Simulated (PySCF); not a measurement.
## Static response to an electric field

Species: 3,4-dimethylphosphinine, C₇H₉P.
Structure used (PBE0-D3(BJ)/def2-SVP), in Å, numbered top down from 1:
```xyz
17
C7H9P angstrom
C     -0.7356    2.3863    0.0708
C      0.1201    1.1861   -0.2118
C      1.5008    1.3576   -0.3668
C      2.4087    0.3397   -0.6328
P      1.9955   -1.3328   -0.8184
C      0.2795   -1.2338   -0.5797
C     -0.4768   -0.0910   -0.3174
C     -1.9647   -0.2206   -0.1435
H     -1.5031    2.5299   -0.7073
H     -0.1322    3.3027    0.1215
H     -1.2751    2.2841    1.0266
H      1.8872    2.3785   -0.2704
H      3.4659    0.6103   -0.7322
H     -0.2658   -2.1829   -0.6444
H     -2.5111    0.3744   -0.8935
H     -2.2871   -1.2657   -0.2410
H     -2.2892    0.1445    0.8444
```

Level: wB97X-D/def2-SVPD (PySCF), static field, nuclei fixed, core orbitals frozen in the response. The polarisability tensor in these axes (au):

```
x   128.64 -10.06  -9.22
y   -10.06 122.68   9.04
z    -9.22   9.04  71.36
```

Problem. Diagonalise the tensor; give its mean and Δα, where Δα² is half the sum of the squared differences of the eigenvalues.

Solution. Principal values 68.86, 115.23 and 138.59 au; mean 107.56 au = 15.94 Å³ = 17.73 × 10⁻⁴⁰ C²·m²/J; Δα = 61.47 au (57 % of the mean).

Problem. What is the dipole moment, and where does it point?

Solution. (-1.76, 1.71, 0.47) D, 2.49 D in size, pointing from the negative to the positive side. Measured along this direction, the outermost atoms are P5 at the negative end and H9 and H11 at the positive end.

Problem. Molar refractivity from α?

Solution. Lorentz–Lorenz: R = (4π/3)N_A α = 2.5225 cm³/(mol·Å³) × 15.94 Å³ = 40.2 cm³/mol, in the limit of long wavelengths.

Problem. What depolarisation ratio follows for Rayleigh scattering of linearly polarised light, taking the static tensor?

Solution. ρ = 3Δα²/(45ᾱ² + 4Δα²) = 11337.2/(520615 + 15116.3) = 0.0212.

Problem. Sum over states: ᾱ = Σ f/ω², ω in Eh. What share falls to these 10 lowest TDDFT singlets (eV, f)? 4.77, 0.0039; 5.08, 0.1647; 5.20, 0.0183; 5.78, 0.0000; 5.98, 0.2979; 6.44, 0.0000; 6.55, 0.5683; 6.88, 0.0211; 7.07, 0.0013; 7.21, 0.0030.

Solution. They add up to 21.72 au, 20.2 % of the 107.56 au; the largest single term is 9.82 au, from the state at 6.55 eV. Terms in order: 0.13, 4.72, 0.50, 0.00, 6.16, 0.00, 9.82, 0.33, 0.02, 0.04 au. Higher excitations give the rest. The strengths listed sum to 1.079.

Isolated species at its PBE0-D3(BJ)/def2-SVP geometry, gas phase.

Note: wB97X-D ran without an empirical dispersion term, which enters the total energy and its gradient alone.
